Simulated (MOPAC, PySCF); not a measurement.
H₄GeSi, SMILES `[SiH3][GeH]` (lower singlet), neutral singlet in the gas phase. This singlet lies 0.65 eV below the relaxed triplet at the level frozen-core CCSD(T)/cc-pVTZ // PBE0-D3(BJ)/def2-TZVP (Ansatz).

Cartesian coordinates (Å):
```xyz
6

Si    -0.6005    -0.0808    -0.1119
Ge     1.6897    -0.9358    -0.3072
H     -0.8603     0.3048     1.3072
H     -1.6536    -1.0518    -0.5191
H     -0.7557     1.1417    -0.9545
H      2.1823     0.4871     0.2213
```
Charge 0, spin multiplicity 1.

All levels are single points at this geometry (PBE0-D3(BJ)/def2-TZVP); Pople sets use spherical d functions. Orbital energies aren't observables, and empty levels follow the basis.

HF/STO-3G in PySCF gives dipole (D) = 0.40.

### Question
Estimate the dipole (D) from each of these levels: PBE0-D3(BJ)/def2-TZVP in PySCF; B3LYP/6-311+G** (LANL2DZ on Ge) in PySCF; B3LYP/6-31G* in PySCF; B3LYP/LANL2DZ in PySCF; PBE/6-31G* in PySCF; SVWN5/6-31G* in PySCF; HF/6-31G* in PySCF; PM3 in MOPAC.

### Answer

```
level                                     dipole (D)
----------------------------------------  ----------
PBE0-D3(BJ)/def2-TZVP in PySCF                  0.43
B3LYP/6-311+G** (LANL2DZ on Ge) in PySCF        0.41
B3LYP/6-31G* in PySCF                           0.36
B3LYP/LANL2DZ in PySCF                          0.45
PBE/6-31G* in PySCF                             0.34
SVWN5/6-31G* in PySCF                           0.31
HF/6-31G* in PySCF                              0.26
PM3 in MOPAC                                    1.80
```
